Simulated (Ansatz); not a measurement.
C$_{2}$H$_{7}$AlSi$_{2}$ (`C#C[SiH2][AlH][SiH3]`). The species carries charge 0 and has multiplicity 1. Geometry: relaxed with PBE0-D4/def2-TZVP. It is one conformer, not always the lowest.

```xyz
12

C     0.134    0.284    1.928
C    -0.282    1.240    1.267
Si   -0.407    2.094   -0.360
Al    0.969    0.055   -0.195
Si   -0.183   -1.959   -0.960
H     0.313   -0.380    2.748
H     0.129    3.470   -0.226
H    -1.829    2.107   -0.778
H     2.523    0.320   -0.027
H     0.169   -3.169   -0.159
H    -1.660   -1.780   -0.853
H     0.124   -2.281   -2.384
```

Question: What is the dipole moment at B3LYP/def2-TZVPP? (Best estimate.)

Answer: Computed: 1.44 D, with components (-0.27, 0.68, 1.24) D in this frame, pointing from negative to positive charge.

Question: And with PBE, r2SCAN, ωB97M-V? (Best estimate.)

Answer: Ansatz gave: PBE 1.39 D, r2SCAN 1.50 D, ωB97M-V 1.55 D.

Question: Give the Mulliken charges with B3LYP, PBE, ωB97M-V in def2-TZVPP. (Estimate.)

Answer: Computed: 
```json
{"atom": "C1", "B3LYP": "-0.22", "PBE": "-0.22", "ωB97M-V": "-0.21"}
{"atom": "C2", "B3LYP": "-0.07", "PBE": "-0.01", "ωB97M-V": "-0.04"}
{"atom": "Si3", "B3LYP": "0.12", "PBE": "0.08", "ωB97M-V": "0.04"}
{"atom": "Al4", "B3LYP": "0.33", "PBE": "0.30", "ωB97M-V": "0.25"}
{"atom": "Si5", "B3LYP": "0.05", "PBE": "-0.02", "ωB97M-V": "-0.05"}
{"atom": "H6", "B3LYP": "0.21", "PBE": "0.19", "ωB97M-V": "0.21"}
{"atom": "H7", "B3LYP": "-0.04", "PBE": "-0.04", "ωB97M-V": "0.00"}
{"atom": "H8", "B3LYP": "-0.04", "PBE": "-0.03", "ωB97M-V": "0.01"}
{"atom": "H9", "B3LYP": "-0.14", "PBE": "-0.12", "ωB97M-V": "-0.11"}
{"atom": "H10", "B3LYP": "-0.07", "PBE": "-0.05", "ωB97M-V": "-0.03"}
{"atom": "H11", "B3LYP": "-0.07", "PBE": "-0.05", "ωB97M-V": "-0.03"}
{"atom": "H12", "B3LYP": "-0.07", "PBE": "-0.05", "ωB97M-V": "-0.03"}
```

B3LYP here is the variant with VWN-RPA as its local correlation; programs differ in this.
